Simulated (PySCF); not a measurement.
PySCF input for B(H)(OH)(NH2) (BH4NO), SMILES OBN, B3LYP/pcJ-1. The structure is a stationary point at r2SCAN-D4/def2-TZVP. One conformer was computed; it need not be the lowest.

```python
import numpy as np
from pyscf import gto, scf, dft
from pyscf.prop.ssc import rks as ssc

mol = gto.M(
    atom='''
    B    -0.50324047    0.04647906    0.00000000
    H    -1.69938811    0.05351743    0.00000000
    O     0.12462558    1.26595321    0.00000000
    H     1.08644509    1.21234357    0.00000000
    N     0.18007387   -1.18284893    0.00000000
    H    -0.31052829   -2.06005385    0.00000000
    H     1.18215191   -1.28588554    0.00000000
    ''',
    basis='pcJ-1',
    charge=0,
    spin=0,
    max_memory=1600,
    verbose=3,
)
mf = dft.RKS(mol, xc='b3lyp')
mf.grids.level = 3
mf.conv_tol = 1e-10
mf.max_cycle = 100
mf.kernel()
j = ssc.SSC(mf)
j.with_fcsd = True
j.max_cycle_cphf = 80
j.conv_tol = 1e-7
e11 = j.kernel()
```

It prints:

```
converged SCF energy = -157.341585817819
Reduced spin-spin coupling constant K (Hz)
               #0        #1        #2        #3        #4
        0 B    0.00000
        1 H   15.72545   0.00000
        2 O    2.20109   6.15551   0.00000
        3 H   -0.48326   0.46837  18.18782   0.00000
        4 N   30.08027   3.85284  -4.85086   0.77987   0.00000
        5 H    0.32408   0.09865   0.29081  -0.02077  27.85606
        6 H   -0.08261   0.38801   0.29276   0.00982  26.27748
               #5        #6
        5 H    0.00000
        6 H   -0.08807   0.00000
Spin-spin coupling constant J (Hz)
               #0        #1        #2        #3        #4
        0 B    0.00000
        1 H  157.44292   0.00000
        2 O   -2.98863 -26.04553   0.00000
        3 H   -4.83837  14.61322 -76.95726   0.00000
        4 N   21.76953   8.68926   1.48366   1.75884   0.00000
        5 H    3.24467   3.07793  -1.23047  -0.64807  62.82338
        6 H   -0.82708  12.10575  -1.23875   0.30654  59.26322
               #5        #6
        5 H    0.00000
        6 H   -2.74771   0.00000
```

The run converged.
